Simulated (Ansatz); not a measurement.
CrF3, relaxed as a doublet with UKS r2SCAN-D4/def2-TZVP in Ansatz, starting from the r2SCAN-D4/def2-TZVP geometry of the neutral quartet. Force threshold 0.02 eV/Å.

The charge 0 doublet is spin-contaminated (final ⟨S²⟩ up to 1.75, 0.75 for a pure state). At r2SCAN-D4/def2-TZVP a quartet of charge 0 lies 0.59 eV below the doublet, each at its own geometry.

Start:

```xyz
4

Cr    0.003   -0.009    0.000
F     1.602    0.601    0.224
F    -1.007   -0.300    1.368
F    -0.597   -0.292   -1.592
```

| step | energy (eV) | largest force component (eV/Å) | SCF passes |
| --- | --- | --- | --- |
| 1 | -36575.2555 | 0.176 | 29 |
| 2 (rejected) | -36575.1585 | 0.876 | 37 |
| 3 | -36575.2570 | 0.059 | 34 |
| 4 | -36575.2571 | 0.000 | 21 |

Force components are those of the run's own axes.

End:

```xyz
4

Cr    0.000    0.000    0.000
F     1.598    0.596    0.223
F    -1.003   -0.302    1.364
F    -0.594   -0.294   -1.587
```

By distances, no bond broke or formed. The bond that changes most is Cr1–F4, from 1.73 to 1.72 Å (atoms count from 1).

No frequencies were taken in this run, so the end may be a saddle point.

It took 11 s on 4 threads of Arm Neoverse V1 on a shared host.
